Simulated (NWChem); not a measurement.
C₄H₇Al; SMILES C=[CH][AlH][CH]=C

```xyz
12

Al     0.0000     0.0000    -0.4135
H      0.0000     0.0000    -2.0081
C      1.7200     0.0010     0.4999
C      2.8665    -0.0018    -0.2020
H      1.8191     0.0032     1.5952
H      3.8573    -0.0019     0.2719
H      2.8745    -0.0040    -1.3000
C     -1.7200    -0.0010     0.4999
C     -2.8665     0.0018    -0.2020
H     -1.8191    -0.0032     1.5952
H     -3.8573     0.0019     0.2719
H     -2.8745     0.0040    -1.3000
```
Atoms are numbered in this order, from 1.

All runs: NWChem. Pople sets run with spherical d functions. STO-3G and 3-21G are far too small for this property and stand as cheap habits. Structure relaxed at the PBE0/def2-SVP level. No frequency run checked for a minimum. GIAO values for the isolated, static molecule; σ is the absolute isotropic shielding, δ = σ(reference) − σ with the isolated reference molecule computed at the same levels (13C: tetramethylsilane, 1H: tetramethylsilane).

```csv
level,σ Al1 (ppm),δ H2 (ppm),δ C3 (ppm),δ C4 (ppm),δ H5 (ppm),δ H6 (ppm),δ H7 (ppm)
Hartree-Fock/STO-3G,405.2,3.02,140.4,128.5,6.88,6.24,6.23
KT2/pcSseg-1,?,?,?,?,?,?,?
B3LYP/6-311G**,313.3,5.16,150.3,152.1,6.83,6.95,6.55
```

Task: Some entries are withheld; supply them.

Result: 
- KT2/pcSseg-1, σ Al1 (ppm): 322.5
- KT2/pcSseg-1, δ H2 (ppm): 5.01
- KT2/pcSseg-1, δ C3 (ppm): 141.9
- KT2/pcSseg-1, δ C4 (ppm): 145.2
- KT2/pcSseg-1, δ H5 (ppm): 6.63
- KT2/pcSseg-1, δ H6 (ppm): 6.87
- KT2/pcSseg-1, δ H7 (ppm): 6.40
